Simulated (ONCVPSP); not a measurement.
copper: excitation energies, all-electron against ONCV

copper (Cu), optimised norm-conserving Vanderbilt (ONCV), made with ONCVPSP 4.0.1 (PBE, scalar-relativistic). Core [Ne], reference 3s2 3p6 3d10 4p1. Waves: 3s: rc 0.70 bohr, ncon 4, nbas 7, qcut 8.2 1/bohr, 2 projectors, debl 2.1 Ha; 3p+4p: rc 1.20 bohr, ncon 4, nbas 8, qcut 10.6 1/bohr, 2 projectors; 3d: rc 1.30 bohr, ncon 3, nbas 7, qcut 12.7 1/bohr, 2 projectors, debl 1.4 Ha. Local part: polynomial inside 0.65 bohr (lpopt 4, dvloc0 2 Ha). Core correction: Teter function fitted to the true core (icmod 2), fcfact 0.25.

In the s channel the program set the typed energies aside and used -4.293, 0.250 Ha.

Energies are relative to the spin-unpolarised reference configuration 3s2 3p6 3d10 4p1; without spin polarisation the order of configurations can differ from experiment.

| valence configuration | charge | ΔE all-electron (eV) | error AE − PS (meV) |
| --- | --- | --- | --- |
| 3s2 3p6 3d10 4s1 4p0 | 0 | -4.138 | 0.0 |
| 3s2 3p6 3d9 4p0 | +2 | 25.344 | +2.6 |
| 3s2 3p6 3d9 4s1 4p0 | +1 | 7.442 | +12 |

Problem. What are ΔE and the potential's error for 3s2 3p6 3d10 4p0?

Solution. ΔE = 4.012 eV all-electron; the error (AE − PS) is +0.7 meV.

Levels in the configuration 3s2 3p6 3d10 4s1 4p0:

```csv
level,all-electron (eV),pseudo (eV)
3s,-114.704,-114.718
3p,-72.144,-72.154
3d,-5.039,-5.037
4s,-4.610,-4.612
```
